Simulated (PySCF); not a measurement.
Bonding in `C=C[C@@H]1CCCC[C@@H]1Cl`

Species: C₈H₁₃Cl.
Numbering: `[CH2:1]=[CH:2][C@@H:3]1[CH2:4][CH2:5][CH2:6][CH2:7][C@@H:8]1[Cl:9]` (hydrogens: H10, H11 on C1; H12 on C2; H13 on C3; H14, H15 on C4; H16, H17 on C5; H18, H19 on C6; H20, H21 on C7; H22 on C8)

Cartesian coordinates in Å at the GFN2-xTB level; atoms count from 1:
```xyz
22
C8H13Cl angstrom
C     -3.1646    0.2827   -0.6970
C     -2.1589    0.1140    0.1400
C     -0.7195    0.0556   -0.2744
C     -0.0810   -1.2758    0.1358
C      1.3695   -1.3403   -0.3327
C      2.1707   -0.1856    0.2606
C      1.5449    1.1539   -0.1196
C      0.0836    1.2252    0.3046
Cl    -0.0106    1.2354    2.0951
H     -3.0103    0.3946   -1.7585
H     -4.1867    0.3127   -0.3606
H     -2.3384    0.0039    1.2004
H     -0.6622    0.1527   -1.3653
H     -0.1202   -1.3715    1.2223
H     -0.6550   -2.0974   -0.2971
H      1.4042   -1.2854   -1.4240
H      1.8121   -2.2915   -0.0307
H      2.1879   -0.2771    1.3478
H      3.2013   -0.2190   -0.0970
H      2.1007    1.9733    0.3404
H      1.5863    1.2852   -1.2041
H     -0.3644    2.1737   -0.0068
```

Bond orders from the PBE0/pcSseg-1 density (PySCF). Geometry: GFN2-xTB, one conformer, isolated molecule.

(1) How far do the computed orders between heavy atoms stray from the drawn ones?

(2) Give the Mayer order of every bond, beside its length.

Results:

(1) The largest departure is 0.041, at C4–C5 (drawn single, 1.041) and C5–C6 (drawn single, 1.038).

(2) 
```
  bond  drawn as  length (Å)  Mayer order
 C1–C2    double       1.319        1.991
 C2–C3    single       1.499        1.011
 C3–C4    single       1.533        0.986
 C4–C5    single       1.526        1.041
 C5–C6    single       1.526        1.038
 C6–C7    single       1.527        1.033
 C7–C8    single       1.523        1.013
C8–Cl9    single       1.793        0.985
 C8–C3    single       1.532        0.965
C1–H10    single       1.078        0.957
C1–H11    single       1.077        0.950
C2–H12    single       1.081        0.949
C3–H13    single       1.097        0.933
C4–H14    single       1.091        0.940
C4–H15    single       1.092        0.953
C5–H16    single       1.093        0.946
C5–H17    single       1.092        0.953
C6–H18    single       1.091        0.941
C6–H19    single       1.091        0.955
C7–H20    single       1.092        0.946
C7–H21    single       1.093        0.935
C8–H22    single       1.094        0.941
```

By pair of heavy elements: C–C: lowest C8–C3 (0.965, 1.532 Å), highest C1–C2 (1.991, 1.319 Å); in 4 of the 28 pairs the longer bond (by over 0.003 Å) has the higher order (by 0.02 or more).

Question: Sum the orders of all bonds at each heavy atom with more than one neighbour and set the sums beside the valence in the SMILES.

Answer: C1 3.898 (drawn 4), C2 3.951 (drawn 4), C3 3.895 (drawn 4), C4 3.920 (drawn 4), C5 3.978 (drawn 4), C6 3.967 (drawn 4), C7 3.927 (drawn 4), C8 3.904 (drawn 4). Orders between atoms that aren't bonded are not in these sums.

The Mayer order sums products of elements of PS (density times overlap matrix) between the two atoms' basis functions, so it depends on the basis set.
